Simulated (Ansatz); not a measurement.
Born–Oppenheimer molecular dynamics of H₁₀OSi₄ (15 atoms, charge 0, multiplicity 1). It starts from a relaxed structure.

Method: RKS PBE-D4/6-31G in Ansatz 0.2.0.

```json
{"ensemble": "NVT, Nosé–Hoover chain", "time step": "2 fs", "steps asked": "40", "set temperature": "1000 K", "thermostat": "time constant 100 fs, chain length 3 (defaults)", "seed": "89069"}
```

First frame:

```xyz
15
Properties=species:S:1:pos:R:3
Si -0.016 -0.070 0.003
O 0.145 -0.279 1.764
H -0.684 -0.360 2.291
Si 2.241 0.061 -0.701
H 2.999 -1.183 -0.292
H 2.269 0.173 -2.213
H 2.917 1.280 -0.114
Si -1.195 1.927 -0.552
H -2.623 1.878 -0.042
H -0.517 3.147 0.036
H -1.238 2.075 -2.060
Si -1.112 -1.929 -1.013
H -2.488 -2.139 -0.407
H -1.285 -1.659 -2.495
H -0.314 -3.205 -0.842
```

Q: How far do the bonds stretch over the last three quarters of this one trajectory? (Pairs bonded in most of those frames.)

A: 
```json
{"bond": "Si1–O2", "mean (Å)": "1.791", "spread (Å)": "0.041", "shortest": "1.74", "longest": "1.86"}
{"bond": "Si1–Si4", "mean (Å)": "2.374", "spread (Å)": "0.057", "shortest": "2.31", "longest": "2.52"}
{"bond": "Si1–Si8", "mean (Å)": "2.392", "spread (Å)": "0.106", "shortest": "2.25", "longest": "2.52"}
{"bond": "Si1–Si12", "mean (Å)": "2.444", "spread (Å)": "0.114", "shortest": "2.22", "longest": "2.58"}
{"bond": "O2–H3", "mean (Å)": "0.987", "spread (Å)": "0.017", "shortest": "0.96", "longest": "1.02"}
{"bond": "Si4–H5", "mean (Å)": "1.523", "spread (Å)": "0.028", "shortest": "1.48", "longest": "1.57"}
{"bond": "Si4–H6", "mean (Å)": "1.537", "spread (Å)": "0.086", "shortest": "1.41", "longest": "1.66"}
{"bond": "Si4–H7", "mean (Å)": "1.548", "spread (Å)": "0.095", "shortest": "1.39", "longest": "1.68"}
{"bond": "Si8–H9", "mean (Å)": "1.530", "spread (Å)": "0.049", "shortest": "1.46", "longest": "1.60"}
{"bond": "Si8–H10", "mean (Å)": "1.519", "spread (Å)": "0.025", "shortest": "1.47", "longest": "1.56"}
{"bond": "Si8–H11", "mean (Å)": "1.535", "spread (Å)": "0.077", "shortest": "1.42", "longest": "1.65"}
{"bond": "Si12–H13", "mean (Å)": "1.532", "spread (Å)": "0.084", "shortest": "1.40", "longest": "1.66"}
{"bond": "Si12–H14", "mean (Å)": "1.520", "spread (Å)": "0.023", "shortest": "1.48", "longest": "1.55"}
{"bond": "Si12–H15", "mean (Å)": "1.532", "spread (Å)": "0.081", "shortest": "1.41", "longest": "1.65"}
```

Mean temperature of the second half: 543 K. The conserved energy wandered by up to 7.5 meV per atom (net 3.3 meV per atom), which is poor conservation. The mean temperature of the second half is 46 % below the set value. A step of 2 fs is long for free X–H stretches (periods near 10 fs) and can bias their spread and the temperature. A run of 0.08 ps of so small a system gives no equilibrium averages. Limits of this set-up: no polarisation functions.

Time of the run: 4.2 min on 1 thread of AMD EPYC 7R43 64-Core Processor (Zen 3) (shared host), peak memory 0.15 GiB.
